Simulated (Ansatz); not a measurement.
La₂O₂, relaxed as a singlet with RKS PBE0-D4/def2-TZVP in Ansatz, starting from the GFN1-xTB geometry. Force threshold 0.02 eV/Å.

In the def2 sets La takes a core potential; there is no spin–orbit coupling. The relaxation made no stability test and no search for a lower SCF solution. No other spin state of charge 0 was run. The structure comes from a short search, and lower isomers may exist.

Start:

| atom | x (Å) | y (Å) | z (Å) |
| --- | --- | --- | --- |
| La1 | -1.124 | -0.575 | -0.576 |
| La2 | 1.025 | -0.106 | -0.237 |
| O3 | -0.436 | -0.996 | 0.739 |
| O4 | 0.534 | 1.677 | 0.074 |

```
        step  energy (eV)  largest force component (eV/Å)  SCF passes
           1   -5798.2023                          39.022          22
           2   -5808.4152                          12.339          48
           3   -5811.7673                           2.930          38
           4   -5812.6181                           1.175          30
           5   -5813.1095                           1.872          31
           6   -5813.5770                           1.450          31
           7   -5813.9118                           0.488          29
           8   -5813.9491                           0.172          26
9 (rejected)   -5813.9403                           0.329          24
          10   -5813.9526                           0.008          24
```

Force components are those of the run's own axes.

End:

```xyz
4

La   -1.604    0.022   -0.335
La    1.605   -0.024    0.331
O    -0.120   -1.286    0.492
O     0.119    1.288   -0.488
```

By distances, no bond broke or formed. The bond that changes most is La1–O4, from 2.87 to 2.14 Å (atoms count from 1). The end is the same structure that another start reached, the lowest one found.

No frequencies were taken in this run, so the end may be a saddle point.

Run time 7.5 s (4 threads of AMD EPYC 9B45 on a shared host).
